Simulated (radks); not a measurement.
Question: The mean radii <r> (bohr) of the occupied orbitals of an atom or ion are listed with their occupations. Calculated with a radial shooting solver on a logarithmic mesh with Libxc functionals: Dirac Kohn-Sham, PBE, spin-unpolarised, spherical densities, finite nucleus; Fermi nuclear charge, rms radius of each element as measured or else 0.836 A^(1/3) + 0.57 fm.

orbital  occ.      <r>
1s1/2       2  0.05031
2s1/2       2   0.2260
2p1/2       2   0.1959
2p3/2       4   0.1993
3s1/2       2   0.6809
3p1/2       2   0.7060
3p3/2       4   0.7168
3d3/2       4   0.9064
3d5/2       6   0.9151
4s1/2       2    2.655

Name the element and its charge. Open shells, if any, are shared by 2j + 1.

Answer: Z = 30, zinc, charge 0: Zn in [Ar] 3d10 4s2. The 1s radius gives Z: for a bare nucleus <r> = (2 gamma + 1)/(2Z) with gamma = sqrt(1 - (Z/c)^2), 0.04919 bohr for Z = 30, and screening makes it slightly larger (0.05031 here). The occupations add up to 30, and the charge is Z minus that.
